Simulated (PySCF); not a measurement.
# Electronic structure of P⁺ (phosphorus, charge +1) at the CAM-B3LYP level

Configuration: [Ne] 3s2 3p2, high-spin 3P determinant. Computed with PySCF 2.14 in x2c-QZVPPall (9s6p4d2f1g, 70 functions), with scalar relativity by spin-free X2C-1e.

* Total energy: -341.7275 hartree
* One-electron energy: -467.0441 hartree
* Hartree (Coulomb) energy: 148.3059 hartree
* Exchange-correlation energy: -22.9894 hartree
* ⟨S²⟩: 2.0040
* ⟨L²⟩: 2.013
* Sum of ⟨r⟩: 12.03 bohr
* Sum of ⟨r²⟩: 20.62 bohr²
* Traceless quadrupole moment −½Σ⟨3z² − r²⟩ along its main axis: 2.01 e·bohr²
* Langevin diamagnetic susceptibility: -16.3 ×10⁻⁶ cm³/mol

```tsv
shell	electrons	mean orbital energy (eV)	spread (eV)	rms radius, mean of both spins (bohr)
1s α	1	-2116.5	0	0.120
1s β	1	-2116.2	0	0.120
2s α	1	-192.99	0	0.566
2s β	1	-192.69	0	0.566
2p α	3	-142.06	0.125	0.543
2p β	3	-141.61	0.554	0.543
3s α	1	-27.471	0	1.96
3s β	1	-24.782	0	1.96
3p α	2	-17.581	0	2.29
```

Densities and radii are taken from the X2C orbitals without a picture-change correction, which distorts them close to the nucleus.
